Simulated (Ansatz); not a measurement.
Steps of a relaxation of `[F][Sn]([F])([F])[Cl]` with RKS PBE0-D4/def2-TZVP.

```sh
$ ansatz run in.yaml --threads 4 --pin off --events-out ev --progress --plain --max-ram 10444MiB
```

```yaml
crystal:
  periodic: [false, false, false]
  atoms:
    - {symbol: F, position_ang: [-1.022778, -0.403383, 1.596698]}
    - {symbol: Sn, position_ang: [0.009994, -0.055131, 0.001117]}
    - {symbol: F, position_ang: [1.806100, -0.688659, 0.327820]}
    - {symbol: F, position_ang: [-0.728380, -1.128159, -1.426358]}
    - {symbol: Cl, position_ang: [-0.015036, 2.201733, -0.540676]}
basis:
  gaussian: {orbitals: def2-TZVP}
hamiltonian: {xc: pbe0, dispersion: d4}
relax: {f_tol: 0.005, max_steps: 150}
```

Positions (Å) and forces (eV/Å) along the path, 4 of 4 steps:

```xyz
5
step=1 energy=-26500.7290 eV
F    -1.023   -0.403    1.597    0.686    0.222   -1.070
Sn    0.010   -0.055    0.001    0.013   -0.404    0.098
F     1.806   -0.689    0.328   -1.202    0.423   -0.219
F    -0.728   -1.128   -1.426    0.489    0.712    0.962
Cl   -0.015    2.202   -0.541    0.014   -0.953    0.228
5
step=2 energy=-26500.8588 eV
F    -0.998   -0.393    1.553    0.033   -0.007   -0.051
Sn    0.010   -0.048    0.000    0.005   -0.368    0.089
F     1.761   -0.666    0.318   -0.059    0.006   -0.007
F    -0.712   -1.098   -1.388    0.023    0.019    0.054
Cl   -0.012    2.132   -0.524   -0.002    0.349   -0.084
5
step=3 energy=-26500.8626 eV
F    -0.996   -0.401    1.550    0.001    0.006   -0.005
Sn    0.010   -0.048    0.000    0.001   -0.029    0.007
F     1.757   -0.672    0.319   -0.003    0.008   -0.002
F    -0.710   -1.103   -1.382    0.000    0.008    0.002
Cl   -0.011    2.151   -0.529    0.000    0.006   -0.001
5
step=4 energy=-26500.8626 eV
F    -0.996   -0.400    1.551    0.000    0.000   -0.001
Sn    0.010   -0.049    0.000    0.000   -0.002    0.001
F     1.758   -0.671    0.319    0.000    0.001    0.000
F    -0.711   -1.103   -1.383    0.000    0.001    0.001
Cl   -0.011    2.149   -0.528    0.000    0.000    0.000
```

Hardware: 4 threads of an Arm Neoverse V2 on a shared host. Wall time 11 s, peak host memory 0.46 GiB.
